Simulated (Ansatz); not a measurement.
Cu6As⁻, relaxed as a singlet with RKS B3LYP-D4/def2-SVPD in Ansatz, starting from the GFN1-xTB geometry. Force threshold 0.02 eV/Å.

The relaxation made no stability test and no search for a lower SCF solution. No other spin state of charge -1 was run. The structure comes from a short search, and lower isomers may exist.

Start:

```
atom   x (Å)   y (Å)   z (Å)
 As1   1.390   1.623   0.809
 Cu2  -0.233  -2.144  -0.028
 Cu3  -1.164  -0.124   0.895
 Cu4   0.892  -0.247  -1.042
 Cu5  -0.459   1.722  -0.540
 Cu6  -1.600  -0.202  -1.441
 Cu7   1.174  -0.628   1.348
```

| step | energy (eV) | largest force component (eV/Å) | SCF passes |
| --- | --- | --- | --- |
| 1 | -328656.9929 | 0.315 | 26 |
| 2 | -328657.0431 | 0.240 | 29 |
| 3 | -328657.1008 | 0.289 | 33 |
| 4 | -328657.1356 | 0.191 | 32 |
| 5 (rejected) | -328657.1293 | 0.208 | 30 |
| 6 | -328657.1405 | 0.022 | 26 |
| 7 | -328657.1406 | 0.009 | 29 |

Force components are those of the run's own axes.

End:

```xyz
7

As    1.212    1.566    0.939
Cu   -0.305   -2.160   -0.014
Cu   -0.921    0.068    0.910
Cu    0.843   -0.169   -0.971
Cu   -0.521    1.800   -0.715
Cu   -1.595   -0.294   -1.458
Cu    1.286   -0.811    1.308
```

By distances, no bond broke or formed. The bond that changes most is As1–Cu3, from 3.09 to 2.61 Å (atoms count from 1). The end is the same structure that another start reached, the lowest one found.

No frequencies were taken in this run, so the end may be a saddle point.

Hardware: 4 threads of Arm Neoverse N1 on a shared host. Wall time 3.9 min, peak host memory 1.4 GiB.
